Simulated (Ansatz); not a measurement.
CH4BrFSn (`[CH3][SnH]([F])[Br]`), relaxed with RKS PBE0-D4/def2-TZVP in the Gaussian-basis code of Ansatz from a PBE-D4/def2-SVP geometry. The force threshold is 0.005 eV/Å; the program also tests the step.

Charge 0, multiplicity 1. Sn: def2 effective core potential.

Start:

```xyz
8

C     0.188    1.089   -0.542
Sn   -0.131   -0.898    0.217
F     1.584   -1.512    0.946
Br   -1.695   -0.760    2.178
H     0.550    1.719    0.292
H     0.939    1.055   -1.353
H    -0.771    1.485   -0.925
H    -0.665   -2.177   -0.814
```

```
step  energy (eV)  largest force (eV/Å)  largest move (Å)
   1  -79689.0564                 0.733             0.000
   2  -79689.1062                 0.307             0.072
   3  -79689.1176                 0.044             0.032
   4  -79689.1178                 0.017             0.011
   5  -79689.1179                 0.007             0.005
   6  -79689.1179                 0.002             0.002
```

End:

```xyz
8

C     0.186    1.069   -0.535
Sn   -0.146   -0.882    0.212
F     1.540   -1.455    0.931
Br   -1.664   -0.776    2.156
H     0.557    1.685    0.282
H     0.926    1.029   -1.334
H    -0.748    1.482   -0.913
H    -0.651   -2.153   -0.798
```

Hardware: 4 threads of a server CPU on a shared host. Wall time 27 s, peak host memory 0.52 GiB.
